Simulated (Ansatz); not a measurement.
Ansatz (an electronic-structure program) input (B3LYP-D3(BJ)/def2-TZVP):

Ansatz 0.2 input:
```yaml
crystal:
  periodic: [false, false, false]
  atoms:
    - {symbol: Cd, position_ang: [0.00000000, 0.00000000, 0.00000000]}
    - {symbol: F, position_ang: [-0.00000000, -0.00000000, -1.98321814]}
    - {symbol: F, position_ang: [0.00000000, 0.00000000, 1.98321814]}
basis:
  gaussian:
    orbitals: def2-TZVP
hamiltonian:
  xc: b3lyp
  dispersion: d3bj
total_charge: 1
magnetization: {spin_polarized: true, initial_magnetization: 1}
phonons: {temperatures: {t_min: 298.15, t_max: 298.15, t_step: 100}}
```

Output:

```
Functional definition: B3LYP
integrals: 0.02 GiB planned
710 factors; their error is unknown
mean field: 0.35 GiB planned
mean field evaluation 1: about -9959.3036 eV, gradient 9.7e1 eV
mean field evaluation 2: about -9700.9675 eV, gradient 2.4e2 eV
mean field evaluation 4: about -9989.4997 eV, gradient 1.1e1 eV
mean field evaluation 8: about -9989.8869 eV, gradient 8.6e-1 eV
mean field evaluation 16: about -9989.9705 eV, gradient 2.0e-4 eV
mean field evaluation 32: about -9989.8887 eV, gradient 2.4e-1 eV
mean field evaluation 64: about -9990.8152 eV, gradient 1.9e0 eV
mean field evaluation 96: about -9990.5211 eV, gradient 2.4e0 eV
mean field -9991.02193122 eV, -367.1632838144 hartree, gradient 7.8e-6 eV, S^2 0.759278; 12 other end points of the search recorded, 0 dependent functions left out
the calculation of the forces begins
reference -9991.02210738 eV, -367.1632902881 hartree; 19, 18 occupied and 83, 84 virtual orbitals, 710 factors
these checks for a lower state are left out or cut short: stability, starts, cluster_reference, orbital_swaps, neighbouring_geometries, increment
integrals: 0.02 GiB planned
710 factors; their error is unknown
mean field: 0.35 GiB planned
mean field -9991.02192775 eV, -367.1632836868 hartree, gradient 3.0e-6 eV, S^2 0.759278; 0 other end points of the search recorded, 0 dependent functions left out
the calculation of the forces begins
reference -9991.02210391 eV, -367.1632901606 hartree; 19, 18 occupied and 83, 84 virtual orbitals, 710 factors
these checks for a lower state are left out or cut short: stability, starts, cluster_reference, orbital_swaps, neighbouring_geometries, increment
integrals: 0.02 GiB planned
710 factors; their error is unknown
mean field: 0.35 GiB planned
mean field -9991.02192775 eV, -367.1632836868 hartree, gradient 2.6e-6 eV, S^2 0.759278; 0 other end points of the search recorded, 0 dependent functions left out
the calculation of the forces begins
reference -9991.02210391 eV, -367.1632901606 hartree; 19, 18 occupied and 83, 84 virtual orbitals, 710 factors
these checks for a lower state are left out or cut short: stability, starts, cluster_reference, orbital_swaps, neighbouring_geometries, increment
integrals: 0.02 GiB planned
710 factors; their error is unknown
mean field: 0.35 GiB planned
mean field evaluation 128: about -9990.9406 eV, gradient 2.1e-4 eV
mean field -9991.02192873 eV, -367.1632837231 hartree, gradient 8.3e-7 eV, S^2 0.759278; 0 other end points of the search recorded, 0 dependent functions left out
the calculation of the forces begins
reference -9991.02210489 eV, -367.1632901968 hartree; 19, 18 occupied and 83, 84 virtual orbitals, 710 factors
these checks for a lower state are left out or cut short: stability, starts, cluster_reference, orbital_swaps, neighbouring_geometries, increment
integrals: 0.02 GiB planned
710 factors; their error is unknown
mean field: 0.35 GiB planned
mean field -9991.02192873 eV, -367.1632837231 hartree, gradient 8.2e-7 eV, S^2 0.759278; 0 other end points of the search recorded, 0 dependent functions left out
the calculation of the forces begins
reference -9991.02210489 eV, -367.1632901968 hartree; 19, 18 occupied and 83, 84 virtual orbitals, 710 factors
these checks for a lower state are left out or cut short: stability, starts, cluster_reference, orbital_swaps, neighbouring_geometries, increment
integrals: 0.02 GiB planned
710 factors; their error is unknown
mean field: 0.35 GiB planned
mean field -9991.02186760 eV, -367.1632814765 hartree, gradient 2.7e-6 eV, S^2 0.759277; 0 other end points of the search recorded, 0 dependent functions left out
the calculation of the forces begins
reference -9991.02204376 eV, -367.1632879502 hartree; 19, 18 occupied and 83, 84 virtual orbitals, 710 factors
these checks for a lower state are left out or cut short: stability, starts, cluster_reference, orbital_swaps, neighbouring_geometries, increment
integrals: 0.02 GiB planned
710 factors; their error is unknown
mean field: 0.35 GiB planned
mean field -9991.02186760 eV, -367.1632814765 hartree, gradient 2.7e-6 eV, S^2 0.759277; 0 other end points of the search recorded, 0 dependent functions left out
the calculation of the forces begins
reference -9991.02204376 eV, -367.1632879502 hartree; 19, 18 occupied and 83, 84 virtual orbitals, 710 factors
these checks for a lower state are left out or cut short: stability, starts, cluster_reference, orbital_swaps, neighbouring_geometries, increment
integrals: 0.02 GiB planned
710 factors; their error is unknown
mean field: 0.35 GiB planned
mean field evaluation 160: about -9990.9406 eV, gradient 4.6e-5 eV
mean field -9991.02193035 eV, -367.1632837826 hartree, gradient 2.2e-6 eV, S^2 0.759278; 0 other end points of the search recorded, 0 dependent functions left out
the calculation of the forces begins
reference -9991.02210651 eV, -367.1632902563 hartree; 19, 18 occupied and 83, 84 virtual orbitals, 710 factors
these checks for a lower state are left out or cut short: stability, starts, cluster_reference, orbital_swaps, neighbouring_geometries, increment
integrals: 0.02 GiB planned
710 factors; their error is unknown
mean field: 0.35 GiB planned
mean field -9991.02193035 eV, -367.1632837826 hartree, gradient 2.1e-6 eV, S^2 0.759278; 0 other end points of the search recorded, 0 dependent functions left out
the calculation of the forces begins
reference -9991.02210651 eV, -367.1632902563 hartree; 19, 18 occupied and 83, 84 virtual orbitals, 710 factors
these checks for a lower state are left out or cut short: stability, starts, cluster_reference, orbital_swaps, neighbouring_geometries, increment
integrals: 0.02 GiB planned
710 factors; their error is unknown
mean field: 0.35 GiB planned
mean field -9991.02193060 eV, -367.1632837916 hartree, gradient 8.0e-7 eV, S^2 0.759278; 0 other end points of the search recorded, 0 dependent functions left out
the calculation of the forces begins
reference -9991.02210676 eV, -367.1632902654 hartree; 19, 18 occupied and 83, 84 virtual orbitals, 710 factors
these checks for a lower state are left out or cut short: stability, starts, cluster_reference, orbital_swaps, neighbouring_geometries, increment
integrals: 0.02 GiB planned
710 factors; their error is unknown
mean field: 0.35 GiB planned
mean field -9991.02193060 eV, -367.1632837916 hartree, gradient 8.0e-7 eV, S^2 0.759278; 0 other end points of the search recorded, 0 dependent functions left out
the calculation of the forces begins
reference -9991.02210676 eV, -367.1632902654 hartree; 19, 18 occupied and 83, 84 virtual orbitals, 710 factors
these checks for a lower state are left out or cut short: stability, starts, cluster_reference, orbital_swaps, neighbouring_geometries, increment
integrals: 0.02 GiB planned
710 factors; their error is unknown
mean field: 0.35 GiB planned
mean field evaluation 192: about -9990.9406 eV, gradient 1.6e-4 eV
mean field -9991.02188631 eV, -367.1632821639 hartree, gradient 1.8e-6 eV, S^2 0.759272; 0 other end points of the search recorded, 0 dependent functions left out
the calculation of the forces begins
reference -9991.02206239 eV, -367.1632886348 hartree; 19, 18 occupied and 83, 84 virtual orbitals, 710 factors
these checks for a lower state are left out or cut short: stability, starts, cluster_reference, orbital_swaps, neighbouring_geometries, increment
integrals: 0.02 GiB planned
710 factors; their error is unknown
mean field: 0.35 GiB planned
mean field -9991.02190305 eV, -367.1632827792 hartree, gradient 1.8e-6 eV, S^2 0.759283; 0 other end points of the search recorded, 0 dependent functions left out
the calculation of the forces begins
reference -9991.02207929 eV, -367.1632892558 hartree; 19, 18 occupied and 83, 84 virtual orbitals, 710 factors
these checks for a lower state are left out or cut short: stability, starts, cluster_reference, orbital_swaps, neighbouring_geometries, increment
integrals: 0.02 GiB planned
710 factors; their error is unknown
mean field: 0.35 GiB planned
mean field -9991.02193035 eV, -367.1632837826 hartree, gradient 2.2e-6 eV, S^2 0.759278; 0 other end points of the search recorded, 0 dependent functions left out
the calculation of the forces begins
reference -9991.02210651 eV, -367.1632902563 hartree; 19, 18 occupied and 83, 84 virtual orbitals, 710 factors
these checks for a lower state are left out or cut short: stability, starts, cluster_reference, orbital_swaps, neighbouring_geometries, increment
integrals: 0.02 GiB planned
710 factors; their error is unknown
mean field: 0.35 GiB planned
mean field -9991.02193035 eV, -367.1632837826 hartree, gradient 2.1e-6 eV, S^2 0.759278; 0 other end points of the search recorded, 0 dependent functions left out
the calculation of the forces begins
reference -9991.02210651 eV, -367.1632902563 hartree; 19, 18 occupied and 83, 84 virtual orbitals, 710 factors
these checks for a lower state are left out or cut short: stability, starts, cluster_reference, orbital_swaps, neighbouring_geometries, increment
integrals: 0.02 GiB planned
710 factors; their error is unknown
mean field: 0.35 GiB planned
mean field evaluation 224: about -9990.9406 eV, gradient 1.0e-4 eV
mean field -9991.02193060 eV, -367.1632837916 hartree, gradient 8.0e-7 eV, S^2 0.759278; 0 other end points of the search recorded, 0 dependent functions left out
the calculation of the forces begins
reference -9991.02210676 eV, -367.1632902654 hartree; 19, 18 occupied and 83, 84 virtual orbitals, 710 factors
these checks for a lower state are left out or cut short: stability, starts, cluster_reference, orbital_swaps, neighbouring_geometries, increment
integrals: 0.02 GiB planned
710 factors; their error is unknown
mean field: 0.35 GiB planned
mean field -9991.02193060 eV, -367.1632837916 hartree, gradient 8.0e-7 eV, S^2 0.759278; 0 other end points of the search recorded, 0 dependent functions left out
the calculation of the forces begins
reference -9991.02210676 eV, -367.1632902654 hartree; 19, 18 occupied and 83, 84 virtual orbitals, 710 factors
these checks for a lower state are left out or cut short: stability, starts, cluster_reference, orbital_swaps, neighbouring_geometries, increment
integrals: 0.02 GiB planned
710 factors; their error is unknown
mean field: 0.35 GiB planned
mean field -9991.02190305 eV, -367.1632827792 hartree, gradient 1.8e-6 eV, S^2 0.759283; 0 other end points of the search recorded, 0 dependent functions left out
the calculation of the forces begins
reference -9991.02207929 eV, -367.1632892558 hartree; 19, 18 occupied and 83, 84 virtual orbitals, 710 factors
these checks for a lower state are left out or cut short: stability, starts, cluster_reference, orbital_swaps, neighbouring_geometries, increment
integrals: 0.02 GiB planned
710 factors; their error is unknown
mean field: 0.35 GiB planned
mean field -9991.02188631 eV, -367.1632821639 hartree, gradient 1.9e-6 eV, S^2 0.759272; 0 other end points of the search recorded, 0 dependent functions left out
the calculation of the forces begins
reference -9991.02206239 eV, -367.1632886348 hartree; 19, 18 occupied and 83, 84 virtual orbitals, 710 factors
Total energy: -9991.07284643 eV, -367.1651549139 hartree
Atom 0 at     0.000000     0.000000     0.000000 Å, force    -0.000000    -0.000000    -0.000000 eV/Å
Atom 1 at    -0.000000    -0.000000    -1.983218 Å, force     0.000000     0.000000    -0.000311 eV/Å
Atom 2 at     0.000000     0.000000     1.983218 Å, force     0.000000    -0.000000     0.000311 eV/Å
Dipole moment:     0.000000    -0.000000    -0.000000 e Å
Vibrations: 87.26 103.19 434.75 441.59 cm⁻¹, zero-point energy 0.066133 eV
```

The spin state was set by rule; other spins were not relaxed.
